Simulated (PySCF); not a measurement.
# Where the electron goes

Species: CH₁₀BNOSi.
Z-matrix (Å and degrees, PBE0-D3(BJ)/def2-SVP geometry), rows numbered from 1:
```
B 
N   1  1.6294
C   2  1.4561  1  114.11
O   3  1.3887  2  109.00  1  -179.45
Si  4  1.6779  3  125.09  2   178.80
H   1  1.2235  2  105.45  3  -179.16
H   1  1.2262  2  105.61  3   -59.22
H   1  1.2259  2  105.67  3    60.83
H   2  1.0223  1  109.39  3   122.18
H   2  1.0223  1  109.46  3  -122.21
H   3  1.1037  2  107.05  1    58.50
H   3  1.1037  2  107.05  1   -57.34
H   5  1.4848  4  105.65  3  -179.10
H   5  1.4941  4  110.07  3    61.03
H   5  1.4940  4  110.01  3   -59.24
```

Theory: PySCF 2.14.0, density-fitted response routines, TDDFT PBE0/def2-SVPD, vertical, gas phase, core orbitals frozen in the response.

Kohn–Sham orbitals with the atoms that hold most of them (Löwdin shares over 4%, at most four atoms; ? is withheld):

```tsv
orbital	ε (eV)	atoms
LUMO+2	0.51	Si5 37%, H13 13%, H14 9%, H15 9%
LUMO+1	0.24	Si5 25%, B1 14%, H9 10%, H10 10%
LUMO	-0.39	?
HOMO	?	?
HOMO-1	-7.82	B1 42%, H6 29%, H7 10%, H8 9%
HOMO-2	-9.01	O4 47%, Si5 13%, C3 11%, H14 8%
HOMO-3	-9.73	O4 26%, B1 15%, N2 14%, Si5 12%
```

Give the leading atoms of the LUMO.

Si5 (bonded to O and 3 H) 37%; O4 (bonded to C and Si) 11%; H14 (bonded to Si) 11%; H15 (bonded to Si) 11%. By element: silicon 37%, hydrogen 21% or more, oxygen 11%.

Give the leading atoms of the HOMO.

B1 (bonded to N and 3 H) 42%; H8 (bonded to B) 23%; H7 (bonded to B) 22%; N2 (bonded to B, C and 2 H) 6%. By element: hydrogen 45% or more, boron 42%, nitrogen 6%.

What is the HOMO energy, and the HOMO–LUMO gap?

ε(HOMO) = -7.78 eV; the gap is 7.38 eV (0.2714 hartree).

How does S1 compare with the orbital gap of 7.38 eV?

S1 is at 6.55 eV (f = 0.0051), 0.83 eV below the gap, made of HOMO→LUMO (87%), HOMO→LUMO+1 (8%). 

Give energy, strength and leading configuration of S1, S2 and S5, and follow the Löwdin shares of the leading atoms from the occupied to the empty orbital.

- S1 (6.55 eV, f 0.0051), HOMO→LUMO (87%): B1 42% → at most 11%, H8 23% → at most 11%, Si5 at most 6% → 37%, O4 at most 6% → 11%
- S2 (6.64 eV, f 0.0017), HOMO-1→LUMO (84%): B1 42% → at most 11%, H6 29% → at most 11%, Si5 at most 10% → 37%, O4 at most 10% → 11%
- S5 (7.16 eV, f 0.0000), HOMO-2→LUMO (87%): O4 47% → 11%, Si5 13% → 37%

One conformer stands for the species.
